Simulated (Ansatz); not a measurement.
Input file for Ansatz (a quantum-chemistry and plane-wave program): U-r2SCAN/cc-pV(T+d)Z on BClFH (SMILES FBCl), a point of a bond scan (R = 4.208 Å). Files ending in .json are basis or fitting sets from the Basis Set Exchange.

Ansatz 0.2 input:
```yaml
crystal:
  periodic: [false, false, false]
  atoms:
    - {symbol: B, position_ang: [-0.07933766, -0.65470035, 0.43067308]}
    - {symbol: H, position_ang: [-0.79951848, -1.57852358, 0.61104942]}
    - {symbol: F, position_ang: [3.47868797, -0.27014621, 2.64476255]}
    - {symbol: Cl, position_ang: [-0.47627655, 0.56839823, -0.75691760]}
basis:
  gaussian:
    orbitals: cc-pV_T+d_Z.json
hamiltonian:
  xc: {name: r2SCAN}
magnetization: {spin_polarized: true, initial_magnetization: 0}
```

The log:

```
WARN ansatz: RAYON_NUM_THREADS=1 ignored (pool sized by the plan → 1); use --threads N
Functional definition: r2SCAN
integrals: 0.03 GiB planned
735 factors; their error is unknown
mean field: 0.32 GiB planned
mean field evaluation 1: about -15918.6091 eV, gradient 3.9e1 eV
mean field evaluation 2: about -15535.3789 eV, gradient 1.3e2 eV
mean field evaluation 4: about -15918.5798 eV, gradient 3.3e1 eV
mean field evaluation 8: about -15919.2390 eV, gradient 2.9e1 eV
mean field evaluation 16: about -15926.6906 eV, gradient 3.8e0 eV
mean field evaluation 32: about -15927.0523 eV, gradient 4.0e-5 eV
mean field evaluation 64: about -15927.0523 eV, gradient 3.4e-4 eV
mean field evaluation 96: about -15926.7241 eV, gradient 5.0e-6 eV
mean field evaluation 128: about -15927.0554 eV, gradient 1.1e-1 eV
mean field evaluation 160: about -15927.0495 eV, gradient 4.2e-1 eV
mean field -15927.05230820 eV, -585.3083765825 hartree, gradient 8.6e-6 eV, S^2 0.786597; 11 other end points of the search recorded, 0 dependent functions left out
reference -15927.05231835 eV, -585.3083769554 hartree; 16, 16 occupied and 97, 97 virtual orbitals, 735 factors
Total energy: -15927.05231835 eV, -585.3083769554 hartree
```

Self-consistency was reached. Its determinant has ⟨S²⟩ = 0.79, a mixture of spin states.

Cost: roughly 20 core-seconds.
